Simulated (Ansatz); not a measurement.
Geometry optimisation, RKS B3LYP/def2-SVP (Ansatz 0.2.0).

The input (input.yaml):

```yaml
crystal:
  periodic: [false, false, false]
  atoms:
    - { symbol: O, position_ang: [-0.862, 0.4443, -0.7131] }
    - { symbol: Ga, position_ang: [0.5136, 0.287, -0.093] }
    - { symbol: Cl, position_ang: [1.71722, 2.33241, 0.03617] }
    - { symbol: H, position_ang: [-1.537, 0.0017, -0.237] }
    - { symbol: H, position_ang: [1.0351, -0.67892, -0.22285] }
basis:
  gaussian: { orbitals: def2-SVP }
hamiltonian:
  xc: b3lyp
relax:
  f_tol: 0.015
  max_steps: 40
```

Run as:

```bash
$ ansatz run input.yaml --threads 1 --pin off --max-ram 2048MiB --backend cpu --events-out ev --progress --plain --runs-dir out
```

Question: Where does it end, and by what steps?

Answer: The run converged. After 8 steps the energy has fallen by 5.235 eV; O1 moved furthest, 0.44 Å. The start is strongly strained (largest force component 17 eV/Å).

```json
{"step": "0", "energy less start (eV)": "0.0000", "largest force component (eV/Å)": "16.604", "accepted": "yes"}
{"step": "1", "energy less start (eV)": "-4.1686", "largest force component (eV/Å)": "5.170", "accepted": "yes"}
{"step": "2", "energy less start (eV)": "-5.0000", "largest force component (eV/Å)": "0.912", "accepted": "yes"}
{"step": "3", "energy less start (eV)": "-5.0625", "largest force component (eV/Å)": "1.092", "accepted": "yes"}
{"step": "4", "energy less start (eV)": "-5.1560", "largest force component (eV/Å)": "1.913", "accepted": "yes"}
{"step": "5", "energy less start (eV)": "-5.2188", "largest force component (eV/Å)": "0.160", "accepted": "yes"}
{"step": "6", "energy less start (eV)": "-5.2346", "largest force component (eV/Å)": "0.045", "accepted": "yes"}
{"step": "7", "energy less start (eV)": "-5.2353", "largest force component (eV/Å)": "0.017", "accepted": "yes"}
{"step": "8", "energy less start (eV)": "-5.2354", "largest force component (eV/Å)": "0.010", "accepted": "yes"}
```

```xyz
5
Properties=species:S:1:pos:R:3
O -1.126 0.697 -0.462
Ga 0.616 0.444 -0.174
Cl 1.707 2.296 -0.063
H -1.647 -0.115 -0.518
H 1.317 -0.935 -0.013
```

Time of the run: 19 s on 1 CPU thread of a shared host.
